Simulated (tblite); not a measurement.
C₅H₇NO₂Si.
Geometry (GFN2-xTB, Å), atoms numbered from 1 in this order:
```xyz
16
C5H7NO2Si angstrom
C      2.9194    0.2327    0.4032
C      1.8338   -0.0686   -0.3018
C      0.4895    0.1720    0.2409
O      0.2540    0.5890    1.3467
C     -0.6674   -0.1569   -0.7136
C     -0.5501   -1.5657   -1.0643
N     -0.4715   -2.6774   -1.3146
O     -1.9061    0.1173   -0.1860
Si    -2.3427    0.5884    1.3249
H      2.8255    0.6681    1.3853
H      3.9138    0.0605    0.0293
H      1.8918   -0.5064   -1.2881
H     -0.5211    0.4347   -1.6365
H     -1.9685   -0.3645    2.3640
H     -1.9333    1.9571    1.6253
H     -3.7746    0.5285    1.0413
```

Method: GFN2-xTB as coded in tblite; computed harmonic values from a numerical Hessian at the method's own geometry, unscaled. Against measured fundamentals such values can be off by several per cent, at times by over 20. Modes of hydrogen on silicon can be 10 to 20 % off. One conformer, not necessarily the lowest.

Harmonic wavenumbers (cm⁻¹): 45.9, 54.4, 79.0, 118.9, 140.7, 223.7, 244.2, 306.3, 331.3, 397.4, 413.8, 494.4, 530.6, 611.7, 644.5, 675.0, 729.1, 767.8, 785.3, 822.1, 846.8, 861.9, 919.5, 982.9, 1010.7, 1034.5, 1086.3, 1135.4, 1181.2, 1249.1, 1287.3, 1371.1, 1644.4, 1747.7, 2267.8, 2277.6, 2297.9, 2399.2, 2801.8, 3079.9, 3101.3, 3140.4.

A = 1853, B = 1143, C = 764.7 MHz; mass 141.025 u (most abundant isotopes); point group C1, symmetry number 1.

Problem. Zero-point energy?

Solution. ½Σν̃ = 23070 cm⁻¹ = 65.96 kcal/mol.

Problem. Give the ideal-gas entropy at 298.15 K and 1 bar in the rigid-rotor, harmonic-oscillator model (classical rotation).

Solution. Translation 40.77, rotation 29.67, vibration 32.01: S = 102.4 cal/(mol K).

Problem. And Cp and H(298.15 K) − H(0)?

Solution. Cp = 39.53 cal/(mol K), of which vibrations give 31.58 (their classical limit is 42 R = 83.5); H(298.15 K) − H(0) = 7.27 kcal/mol without the zero-point energy, 4.90 from vibrations.

Problem. Blend soft modes into free rotors: weight 1/[1 + (100 cm⁻¹/ν̃)⁴] for the oscillator and the rest for a rotor with moment μB/(μ + B), μ = h/(8π²ν), B = 10⁻⁴⁴ kg m². What vibrational entropy results?

Solution. 28.84 cal/(mol K) in place of 32.01, which changes −T·S at 298.15 K by +0.94 kcal/mol.

Problem. How do the functions run with temperature in this model?

Solution. 
| T (K) | S (cal/(mol K)) | Cp (cal/(mol K)) | H − H(0) (kcal/mol) | G − H(0) (kcal/mol) | ln q(vib) |
| --- | --- | --- | --- | --- | --- |
| 50 | 60.4 | 14.3 | 0.53 | -2.49 | 0.71 |
| 100 | 72.0 | 19.7 | 1.39 | -5.81 | 2.17 |
| 373.15 | 112.0 | 46.0 | 10.48 | -31.32 | 9.90 |
| 500 | 126.8 | 54.8 | 16.90 | -46.49 | 13.27 |
| 750 | 151.4 | 66.3 | 32.15 | -81.37 | 19.46 |
| 1000 | 171.5 | 73.5 | 49.69 | -121.80 | 25.00 |

q(vib) and H(0) count from the zero-point level.

Problem. Which modes carry the vibrational entropy at 298.15 K?

Solution. 45.9 cm⁻¹: 4.99; 54.4 cm⁻¹: 4.65; 79.0 cm⁻¹: 3.92; 118.9 cm⁻¹: 3.12; 140.7 cm⁻¹: 2.79; 223.7 cm⁻¹: 1.93 cal/(mol K); the other 36 give 10.61 together.

Problem. What must be added to the electronic energy to get the Gibbs energy at 298.15 K and 1 bar?

Solution. ZPE + [H(298.15 K) − H(0)] − T·S = 65.96 + 7.27 − 30.55 = 42.68 kcal/mol.

Hindered rotation and anharmonicity are outside this model. Other conformers, if any are populated, would add a mixing term that is left out. The structure is chiral; the term R ln 2 for an equal mix with its mirror image is left out.
